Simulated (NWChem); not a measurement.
Molecule: YCl$_{2}$F; SMILES [Y]([Cl])([Cl])[F]

Results from NWChem. Coordinates come from a PBE0/def2-SVP optimisation. No frequency run checked for a minimum. def2 effective core potentials on Y; no spin-orbit coupling. B3LYP is NWChem's, with the RPA form of VWN correlation. Ions are spin-unrestricted doublets at the neutral geometry; other ion states weren't tried.

### Question
Estimate the computed values for B3LYP/def2-SVP. Quantities: −ε(HOMO) (eV).

### Answer
The −ε(HOMO) (eV) is 8.61.
